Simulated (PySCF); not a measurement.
## Correlation energy of F (fluorine, neutral)

[He] 2s2 2p5, 2P determinant. Calculation: PySCF 2.14, in cc-pVDZ; no relativity, point nucleus. Frozen: 1s2; 7 electrons correlated.

MP2 pair energies summed by pair of shells (mhartree):

| pair | energy | share (%) |
| --- | --- | --- |
| 2p-2p | -90.32 | 64.2 |
| 2s-2p | -42.69 | 30.4 |
| 2s-2s | -7.60 | 5.4 |

Total MP2 correlation energy: -140.60 mhartree.

Same-spin part -35.73 and opposite-spin part -104.87 mhartree; SCS-MP2 scales them by 1/3 and 6/5 to -137.75 mhartree.

```csv
level,correlation energy (mhartree)
CCSD,-151.45
(T),-0.88
CCSD(T),-152.33
```

Diagnostics: T1 = 0.0027, D1 = 0.0050, largest double amplitude 0.048.

Cost of the coupled-cluster step: 0.14 s of wall time on 1 thread of Neoverse-N1 (shared host), for 7 correlated electrons.

Iterations:

```
CC2 = 0
CCSD nocc = (np.int64(4), np.int64(3)), nmo = (13, 13)
frozen orbitals [[0], [0]]
max_cycle = 100
direct = 0
conv_tol = 1e-08
conv_tol_normt = 1e-06
diis_space = 8
diis_start_cycle = 0
Init t2, MP2 energy = -0.140600024549335
Init E_corr(UCCSD) = -0.140600024565256
cycle = 1  E_corr(UCCSD) = -0.149319703643275  dE = -0.00871967908  norm(t1,t2) = 0.0186347
cycle = 2  E_corr(UCCSD) = -0.150864872778299  dE = -0.00154516914  norm(t1,t2) = 0.00535794
cycle = 3  E_corr(UCCSD) = -0.151465690536707  dE = -0.000600817758  norm(t1,t2) = 0.00222332
cycle = 4  E_corr(UCCSD) = -0.151448588973475  dE = 1.71015632e-05  norm(t1,t2) = 0.000540578
cycle = 5  E_corr(UCCSD) = -0.151448003782587  dE = 5.85190887e-07  norm(t1,t2) = 8.89101e-05
cycle = 6  E_corr(UCCSD) = -0.151449623285262  dE = -1.61950268e-06  norm(t1,t2) = 1.59504e-05
cycle = 7  E_corr(UCCSD) = -0.151449550316511  dE = 7.29687515e-08  norm(t1,t2) = 2.01963e-06
cycle = 8  E_corr(UCCSD) = -0.151449569984069  dE = -1.96675582e-08  norm(t1,t2) = 4.13614e-07
cycle = 9  E_corr(UCCSD) = -0.151449569493209  dE = 4.90860658e-10  norm(t1,t2) = 6.50625e-08
UCCSD converged
E(UCCSD) = -99.52668987259419  E_corr = -0.1514495694932086
UCCSD(T) correction = -0.000884215005219399
```
